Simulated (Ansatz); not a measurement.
# How basis sets differ on SiH3Br (SMILES [SiH3]Br)

SiH3Br, singlet, SMILES `[SiH3]Br`. Each level relaxes the structure for itself.

Quantity: the zero-point energy at each level's own minimum, in kJ/mol. The values are calculated.

```
                          level          kind  program  value (kJ/mol)
                      HF/STO-3G  Hartree–Fock   Ansatz            86.0
                       HF/3-21G  Hartree–Fock   Ansatz            70.1
HF/6-31G* (Cartesian functions)  Hartree–Fock   Ansatz            73.1
                     HF/cc-pVTZ  Hartree–Fock   Ansatz            71.4
```

All-electron rows without a relativistic Hamiltonian named are non-relativistic. Harmonic and unscaled. The values span 70.1 to 86.0 kJ/mol.
